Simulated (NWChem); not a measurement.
Molecule: CH$_{6}$OSi; SMILES C[SiH2]O

```xyz
9

Si     0.4964     0.0958     0.0019
C     -0.4539    -1.5293    -0.0206
O     -0.4928     1.4424    -0.0682
H      1.3605     0.2015    -1.1998
H      1.3551     0.1257     1.2250
H     -1.1058    -1.6393     0.8545
H      0.2466    -2.3744    -0.0162
H     -1.0770    -1.6142    -0.9180
H     -1.0634     1.5963     0.6970
```
Atoms are numbered in this order, from 1.

All runs: NWChem. Pople sets run with spherical d functions. Coordinates come from a B3LYP/6-31G* (spherical d) optimisation. Vertical excitations in the gas phase; the lowest state need not have the same character in each row.

Task: Among these, which level gives the lowest value of “lowest excitation, singlet (eV)”?
A) PBE/6-31+G*, TDA
B) CAM-B3LYP/6-31+G*, TDA
C) Hartree-Fock/6-31+G*, CIS
D) B3LYP/6-31+G*, TDA

Result: A, PBE/6-31+G*, TDA. Values: PBE/6-31+G*, TDA 6.20; B3LYP/6-31+G*, TDA 6.73; CAM-B3LYP/6-31+G*, TDA 7.04; Hartree-Fock/6-31+G*, CIS 8.51
